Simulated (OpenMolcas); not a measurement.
Cr2+ (d4) among equal point charges was computed by CASSCF with the d shell active (OpenMolcas, ANO-RCC-VDZP on the metal). Its lowest spin-free states, and all those of the highest spin:

```
2S+1  Degeneracy  E (cm-1)
   5           2       0.0
   3           3     10639
   5           3     10928
   3           2     19418
   3           3     19486
   1           3     20168
   3           3     20301
   1           2     21325
   3           1     22472
   3           1     22799
   1           1     26191
   3           2     26887
```

Q: Is the site octahedral, tetrahedral or cube-like, axial, or of lower symmetry?

A: The states with 2S+1 = 5 have orbital degeneracies 2, 3. Threefold states need a cubic site. For d4 at this spin an octahedron puts the twofold E below the threefold T2 and a tetrahedron or cube puts the threefold T2 below the twofold E, so the site is octahedral. The first gap at this spin, 10900 cm-1, is |10Dq| in ligand-field theory. The run had Cr2+ among 6 point charges of -2.2 e arranged as an octahedron (Oh), 1.87 Å from the ion.

An orbital doublet at a regular site is open to a Jahn-Teller distortion, which this geometry leaves out. Without dynamic correlation the repulsion within the d shell is too large (B by tens of per cent), so at a given field states of lower spin stand too high. This is an electrostatic model: the charges have no orbitals. No measured value stands beside these numbers.
